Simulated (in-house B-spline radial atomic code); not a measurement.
Ionising the tantalum ion Ta⁶⁺ with different functionals

Computed with an all-electron radial atomic-structure program (B-spline basis): four-component Dirac-Coulomb Hamiltonian, Fermi nucleus of rms radius 5.3507 fm, spin-restricted, spherical fractional occupations for the functionals. The ionisation energy is the difference of two self-consistent energies, [Xe] 4f13 → [Kr] 4d10 4f13 5s2 5p5, without Breit or QED terms; ε is the level of the shell that loses the electron (mean over j). The electron is taken from both j subshells in proportion to 2j + 1, so the result is a j average, not the step between ground levels.

Hybrids are left out here: with spherical fractional occupations of an open shell their exact exchange keeps a self-interaction that integer-occupation calculations don't have.

```csv
method,rung,ΔSCF (eV),-ε(5p) (eV)
LDA VWN5,LDA,124.41,115.39
relativistic LDA,LDA,124.24,115.23
LDA PW92,LDA,124.40,115.38
LDA exchange-only,LDA,122.55,113.53
PBE,GGA,124.01,115.02
PBEsol,GGA,124.10,115.10
BLYP,GGA,123.86,114.85
RPBE,GGA,123.94,114.95
PW91,GGA,124.14,115.13
BP86,GGA,124.17,115.16
AM05,GGA,124.15,115.14
OLYP,GGA,124.36,115.36
```

How do they compare with the NIST value?

NIST lists 119 eV ± 6 (tabulated theory, ground level to ground level). Errors run from +3.55 to +5.41 eV; all lie within about twice that uncertainty, so the table can't rank the methods.
